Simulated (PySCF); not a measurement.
Cl3HHfS, multiplicity 1. Atoms are numbered in the order given.

```xyz
6

Hf     0.0401    -0.0058     0.0000
Cl     0.5005     1.2758    -1.8957
Cl     0.5005     1.2758     1.8957
Cl     1.1612    -2.0448     0.0000
S     -2.3108    -0.5592     0.0000
H     -2.6709     0.7485     0.0000
```

The structure is a stationary point at PBE0-D3(BJ)/def2-SVP. The multiplicity is an assumed one; no other spin state was optimised. The structure was generated by enumeration; whether it is a known compound was not checked. The def2 effective core potentials stand for the cores of Hf; spin–orbit coupling is left out. The values are those of a single conformer.

Calculation: PBE0/def2-TZVP (PySCF).

ESP charges are fitted to the potential on shells at 1.4 to 2.0 van der Waals radii. Atomic charges (e):

```json
[
 {"atom": "Hf1", "Löwdin": "-0.37", "ESP fit": "0.57"},
 {"atom": "Cl2", "Löwdin": "0.08", "ESP fit": "-0.17"},
 {"atom": "Cl3", "Löwdin": "0.08", "ESP fit": "-0.17"},
 {"atom": "Cl4", "Löwdin": "0.09", "ESP fit": "-0.11"},
 {"atom": "S5", "Löwdin": "0.04", "ESP fit": "-0.29"},
 {"atom": "H6", "Löwdin": "0.08", "ESP fit": "0.19"}
]
```
